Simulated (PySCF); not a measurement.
Dipole moment (D) of eight silicon and germanium compounds: PBE beside HF, computed with PySCF for isolated molecules in the bases named; differences from unrounded values. The eight are the first of their class met in an unordered collection, after screening for sound electronic states; none was chosen by its value, except that the dipole had to exceed 0.05 D. Each molecule has one DFT geometry for both levels.

```json
[
 {"molecule": "B(Cl)(GeH3)2 (BClGe₂H₆), SMILES [GeH3][B]([GeH3])Cl", "basis": "def2-TZVP", "HF": "0.29"},
 {"molecule": "FH6N3Si, SMILES N[Si](N)(N)F", "basis": "def2-TZVP", "HF": "2.44"},
 {"molecule": "Cl4H2Si2, SMILES Cl[Si](Cl)([SiH2]Cl)Cl", "basis": "def2-TZVP", "HF": "1.54"},
 {"molecule": "2,2-difluoro-1-silylethanone (C2H4F2OSi), SMILES O=C([SiH3])C(F)F", "basis": "def2-TZVP", "HF": "0.88"},
 {"molecule": "C₂H₈FNSi₂, SMILES [SiH2](C=C)[Si@H](N)F", "basis": "def2-TZVP", "HF": "1.15"},
 {"molecule": "CH₃FO₃Si, SMILES O=CO[Si@@H](O)F", "basis": "def2-TZVP", "HF": "2.36"},
 {"molecule": "Si(F)(Br)(Me)(OH) (CH₄BrFOSi), SMILES C[Si](O)(F)Br", "basis": "def2-TZVP", "HF": "1.18"},
 {"molecule": "C2H7FOSi, SMILES [SiH](F)(OC)C", "basis": "def2-TZVP", "HF": "1.43"}
]
```

Question: Estimate the PBE values and say how PBE differs from HF over the set. (Estimate from the structure and the level; the computed values follow.)

Answer: 
```json
[
 {"molecule": "B(Cl)(GeH3)2 (BClGe₂H₆), SMILES [GeH3][B]([GeH3])Cl", "PBE": "0.04", "difference": "-0.25"},
 {"molecule": "FH6N3Si, SMILES N[Si](N)(N)F", "PBE": "2.26", "difference": "-0.18"},
 {"molecule": "Cl4H2Si2, SMILES Cl[Si](Cl)([SiH2]Cl)Cl", "PBE": "1.21", "difference": "-0.33"},
 {"molecule": "2,2-difluoro-1-silylethanone (C2H4F2OSi), SMILES O=C([SiH3])C(F)F", "PBE": "0.60", "difference": "-0.28"},
 {"molecule": "C₂H₈FNSi₂, SMILES [SiH2](C=C)[Si@H](N)F", "PBE": "1.17", "difference": "0.02"},
 {"molecule": "CH₃FO₃Si, SMILES O=CO[Si@@H](O)F", "PBE": "1.78", "difference": "-0.57"},
 {"molecule": "Si(F)(Br)(Me)(OH) (CH₄BrFOSi), SMILES C[Si](O)(F)Br", "PBE": "1.16", "difference": "-0.02"},
 {"molecule": "C2H7FOSi, SMILES [SiH](F)(OC)C", "PBE": "1.23", "difference": "-0.20"}
]
```
PBE lies below HF in 7 and above it in 1 of the eight; the mean signed difference is -0.23 and the largest -0.57 D.
